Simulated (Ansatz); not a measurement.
Input file for C₈H₁₁S+ (`C[S+](C)c1ccccc1`):

```yaml
crystal:
  periodic: [false, false, false]
  atoms:
    - {symbol: C, position_ang: [0.954622, -1.076145, -2.145034]}
    - {symbol: S, position_ang: [1.301137, 0.276407, -1.027876]}
    - {symbol: C, position_ang: [2.545997, -0.427889, 0.045378]}
    - {symbol: C, position_ang: [-0.137695, 0.411861, -0.022290]}
    - {symbol: C, position_ang: [-0.719822, 1.671979, 0.030257]}
    - {symbol: C, position_ang: [-1.856087, 1.847689, 0.804762]}
    - {symbol: C, position_ang: [-2.387770, 0.777168, 1.506212]}
    - {symbol: C, position_ang: [-1.792822, -0.478307, 1.442846]}
    - {symbol: C, position_ang: [-0.659404, -0.671776, 0.675727]}
    - {symbol: H, position_ang: [0.132709, -0.756681, -2.784968]}
    - {symbol: H, position_ang: [0.688512, -1.976169, -1.593190]}
    - {symbol: H, position_ang: [1.849745, -1.237516, -2.746792]}
    - {symbol: H, position_ang: [3.440559, -0.589307, -0.557201]}
    - {symbol: H, position_ang: [2.196960, -1.361742, 0.482968]}
    - {symbol: H, position_ang: [2.751449, 0.310143, 0.820107]}
    - {symbol: H, position_ang: [-0.293757, 2.500575, -0.523346]}
    - {symbol: H, position_ang: [-2.323209, 2.823169, 0.857472]}
    - {symbol: H, position_ang: [-3.275873, 0.918258, 2.110428]}
    - {symbol: H, position_ang: [-2.215051, -1.309364, 1.994211]}
    - {symbol: H, position_ang: [-0.200221, -1.652373, 0.630337]}
basis:
  gaussian: {orbitals: def2-TZVPP}
total_charge: 1
correlation: {method: ccsd_t}
output: {orbitals: {seedname: orbitals}}
```

```sh
$ ansatz run in.yaml --threads 3 --pin off --events-out ev --progress --plain --backend cuda
```

Log, shortened:

```
Functional definition: HF
2621 factors; integrals over basis functions are off by at most 1.1e-3 eV
mean field evaluation 1: about -19223.4851 eV, gradient 5.5e1 eV
mean field evaluation 2: about -19224.0647 eV, gradient 5.5e1 eV
mean field evaluation 4: about -19232.1639 eV, gradient 6.0e0 eV
mean field evaluation 8: about -19232.2930 eV, gradient 3.9e-1 eV
mean field evaluation 16: about -19232.2942 eV, gradient 2.3e-6 eV
mean field -19232.29418443 eV, -706.7737751604 hartree, gradient 2.3e-6 eV, S^2 0.000000; 0 other end points of the search recorded, 0 dependent functions left out; unrestricted orbitals would lower it
13 core orbitals not correlated: weight in the atoms' cores, before any rotation towards them, 1.000 or more for the frozen orbitals, at most 0.000 for the correlated occupied ones
reference -19232.29418443 eV, -706.7737751604 hartree; 24, 24 occupied and 407, 407 virtual orbitals, 2621 factors
second order -39.85850504 eV of doubles, -0.00000000 eV of singles
cycle   1  -40.08994479 eV  change   -2.3e-1 eV  update   1.4e-1
cycle   2  -41.15511141 eV  change    -1.1e0 eV  update   4.4e-2
cycle   3  -41.36718348 eV  change   -2.1e-1 eV  update   1.8e-2
cycle   4  -41.36024412 eV  change    6.9e-3 eV  update   5.0e-3
cycle   5  -41.36096361 eV  change   -7.2e-4 eV  update   2.2e-3
cycle   6  -41.36173145 eV  change   -7.7e-4 eV  update   7.5e-4
cycle   7  -41.36144550 eV  change    2.9e-4 eV  update   2.7e-4
cycle   8  -41.36143432 eV  change    1.1e-5 eV  update   1.3e-4
cycle   9  -41.36147837 eV  change   -4.4e-5 eV  update   4.5e-5
perturbative correction -2.10425216 eV, -0.0773298404 hartree
Total energy: -19275.75991495 eV, -708.3711112951 hartree
```

Run time 34 s (3 threads of an AMD EPYC 7R13 on a shared host and a share of an NVIDIA H100 80 GB); peak host memory 2.1 GiB.

The correlation energy is -43.466 eV, 4.8 % of it from (T); the T1 diagnostic reads 0.0106.
